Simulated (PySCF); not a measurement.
F2H2Sn.
SMILES with atom numbers: `[F:1][SnH2:2][F:3]` (hydrogens: H4, H5 on Sn2)

Method: PySCF 2.14.0, PBE0-D3(BJ)/def2-SVP geometry optimisation, gas phase, def2 core potentials past Kr; density fitting, grid level 1; the optimiser is geomeTRIC in internal coordinates, started from a GFN2-xTB structure with every atom displaced at random (about 0.01 Å).

At the end of the run (lengths in Å): Sn2–F3 1.930, F1–Sn2 1.930, Sn2–H4 1.700, Sn2–H5 1.700, F1–Sn2–F3 103.4°, H4–Sn2–H5 123.0°, F1–Sn2–H4 107.1°.

Problem. These geometries were met on the way; a selection of coordinates is given. Order them by energy above the end point, lowest first.
A. Sn2–F3 1.927, F1–Sn2 1.925, Sn2–H4 1.700, Sn2–H5 1.700, F1–Sn2–F3 105.8°, H4–Sn2–H5 122.9°, F1–Sn2–H4 106.1°
B. Sn2–F3 1.987, F1–Sn2 1.974, Sn2–H4 1.738, Sn2–H5 1.736, F1–Sn2–F3 107.4°, H4–Sn2–H5 122.1°, F1–Sn2–H4 105.4°
C. Sn2–F3 1.910, F1–Sn2 1.917, Sn2–H4 1.673, Sn2–H5 1.677, F1–Sn2–F3 100.3°, H4–Sn2–H5 125.2°, F1–Sn2–H4 108.2°

Solution. A (0.008 eV), C (0.036 eV), B (0.093 eV).

```json
{"step": "2", "E above end (eV)": "0.008", "rms distance from the end, all atoms (Å)": "0.024", "largest force (eV/Å)": "0.271", "rms shift of all bonds from the end (Å)": "0.003"}
{"step": "0", "E above end (eV)": "0.036", "rms distance from the end, all atoms (Å)": "0.035", "largest force (eV/Å)": "0.616", "rms shift of all bonds from the end (Å)": "0.022"}
{"step": "1", "E above end (eV)": "0.093", "rms distance from the end, all atoms (Å)": "0.057", "largest force (eV/Å)": "1.294", "rms shift of all bonds from the end (Å)": "0.044"}
```

Rows stand in the order of the answer.
